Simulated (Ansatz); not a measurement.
Total energies of GeH$_{5}$O$_{2}$P (`O[P](O)[GeH3]`).

Cartesian coordinates in Å:
```
O -1.292 -1.041 -0.716
P -0.274 -1.030 0.589
O 1.135 -1.597 -0.027
Ge 0.128 1.279 0.450
H -1.845 -1.827 -0.707
H 1.442 -1.133 -0.815
H -1.174 2.079 0.605
H 1.119 1.698 1.549
H 0.760 1.573 -0.928
```

Total charge 0; spin multiplicity 1. Correlated methods include outer-core shells of Ge, which these sets cover unevenly. Scalar relativity is left out up to krypton. Geometry: relaxed with PBE0-D4/def2-TZVP. It is one conformer, not always the lowest. Basis def2-TZVPP, Ansatz 0.2.0.

RPA on PBE orbitals: Hartree–Fock energy of these orbitals -2568.78305 Eh, correlation -1.42517 Eh (frozen core).

```tsv
functional	energy without D4 (Eh)	D4 term (kJ/mol)
PBE0	-2571.37422	-15.8
PBE-QIDH	-2570.94047	–
```

Question: Give the same for LDA (SPW92), PBE, revPBE, BLYP, r2SCAN, B97M-V, B3LYP, r2SCANh, r2SCAN0, HSE06 (plane-wave form), BHLYP, CAM-B3LYP, LC-ωPBE, ωB97X-V, ωB97M-V, B2PLYP. (Best estimate.)

Answer: Computed: 
```json
{"functional": "LDA (SPW92)", "energy without D4 (Eh)": "-2566.41137", "D4 term (kJ/mol)": "–"}
{"functional": "PBE", "energy without D4 (Eh)": "-2571.29232", "D4 term (kJ/mol)": "-18.8"}
{"functional": "revPBE", "energy without D4 (Eh)": "-2571.65105", "D4 term (kJ/mol)": "-53.9"}
{"functional": "BLYP", "energy without D4 (Eh)": "-2571.95211", "D4 term (kJ/mol)": "-41.2"}
{"functional": "r2SCAN", "energy without D4 (Eh)": "-2571.81887", "D4 term (kJ/mol)": "-4.4"}
{"functional": "B97M-V", "energy without D4 (Eh)": "-2571.40590", "D4 term (kJ/mol)": "–"}
{"functional": "B3LYP", "energy without D4 (Eh)": "-2571.99653", "D4 term (kJ/mol)": "-30.6"}
{"functional": "r2SCANh", "energy without D4 (Eh)": "-2571.79879", "D4 term (kJ/mol)": "-4.7"}
{"functional": "r2SCAN0", "energy without D4 (Eh)": "-2571.77035", "D4 term (kJ/mol)": "-5.2"}
{"functional": "HSE06 (plane-wave form)", "energy without D4 (Eh)": "-2571.36097", "D4 term (kJ/mol)": "-14.8"}
{"functional": "BHLYP", "energy without D4 (Eh)": "-2571.82681", "D4 term (kJ/mol)": "-24.7"}
{"functional": "CAM-B3LYP", "energy without D4 (Eh)": "-2572.00903", "D4 term (kJ/mol)": "-16.2"}
{"functional": "LC-ωPBE", "energy without D4 (Eh)": "-2571.46669", "D4 term (kJ/mol)": "–"}
{"functional": "ωB97X-V", "energy without D4 (Eh)": "-2571.63130", "D4 term (kJ/mol)": "–"}
{"functional": "ωB97M-V", "energy without D4 (Eh)": "-2571.73895", "D4 term (kJ/mol)": "–"}
{"functional": "B2PLYP", "energy without D4 (Eh)": "-2571.33573", "D4 term (kJ/mol)": "–"}
```

B3LYP takes the VWN-RPA correlation (the form of Gaussian; ORCA's B3LYP/G). HSE06 is the plane-wave form, built on full-range PBE exchange. The double hybrids freeze the cores in their second-order part.

LC-ωPBE has ω = 0.4 bohr⁻¹.
